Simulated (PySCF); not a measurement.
From one molecule to another.

First species: H7P3Si.
SMILES: `[SiH3]P(P)P`

Second species: C6H6OS.
Bonds: C1–C2, C2–S3 (double), C2–C4, C4–C5 (aromatic), C5–C6 (aromatic), C6–C7 (aromatic), C7–O8 (aromatic), C4–O8 (aromatic). Hydrogens: H9, H10, H11 on C1; H12 on C5; H13 on C6; H14 on C7.

Levels: CAM-B3LYP/def2-SVPD for dipole moment, HOMO energy, LUMO energy, HOMO–LUMO gap, static isotropic polarisability and electronic spatial extent ⟨r²⟩ about the centre of nuclear charge; TDDFT CAM-B3LYP/def2-SVPD for lowest singlet excitation; TDA CAM-B3LYP/def2-SVPD for lowest triplet excitation (Tamm–Dancoff); GFN2-xTB for rotational constant A and rotational constant C. Geometries: GFN2-xTB. Each species is one conformer at its optimised geometry, gas phase, non-relativistic unless stated. Electronic properties by PySCF.

The conformers computed, where there is a choice (atom-mapped SMILES and torsion angles):
- `[SiH3:1][P:2]([PH2:3])[PH2:4]`: H–P3–P2–Si1 -81°, H–P3–P2–Si1 -173°, H–P4–P2–Si1 78°, H–P4–P2–Si1 171°
- `[CH3:1][C:2](=[S:3])[c:4]1[cH:5][cH:6][cH:7][o:8]1`: C1–C2–C4–C5 180°

| property | column X | column Y |
| --- | --- | --- |
| dipole moment | 0.63 D | 3.60 D |
| HOMO energy | -7.49 eV | -7.64 eV |
| LUMO energy | 0.57 eV | -1.51 eV |
| HOMO–LUMO gap | 8.06 eV | 6.13 eV |
| lowest singlet excitation | 5.00 eV | 2.29 eV |
| lowest triplet excitation (Tamm–Dancoff) | 4.30 eV | 1.90 eV |
| static isotropic polarisability | 108.5 au | 101.7 au |
| electronic spatial extent ⟨r²⟩ about the centre of nuclear charge | 929 bohr² | 1164 bohr² |
| rotational constant A | 2.339 GHz | 3.800 GHz |
| rotational constant C | 1.357 GHz | 0.954 GHz |

**Question.** Which column belongs to which species?

**Answer.** Column X is the first species and column Y the second. The first has 11 atoms and 66 electrons, the second 14 and 66.

**Question.** How does each property change from the first species to the second?

**Answer.** dipole moment +2.97 D; HOMO energy -0.15 eV; LUMO energy -2.08 eV; HOMO–LUMO gap -1.93 eV; lowest singlet excitation -2.71 eV; lowest triplet excitation (Tamm–Dancoff) -2.40 eV; static isotropic polarisability -6.8 au; electronic spatial extent ⟨r²⟩ about the centre of nuclear charge +235 bohr²; rotational constant A +1.461 GHz; rotational constant C -0.403 GHz.

On the first: In atomic units the dipole is 0.25 e·bohr (1 au = 2.5417 D). No computed singlet falls in the visible range (750 to 380 nm, 1.65 to 3.26 eV); S1 lies 1.74 eV above its blue end.

On the second: The 8 singlets span 2.29 to 6.54 eV, and their oscillator strengths add up to 0.58. The principal polarisabilities are 59.3, 95.1 and 150.6 au; their mean is the isotropic value.
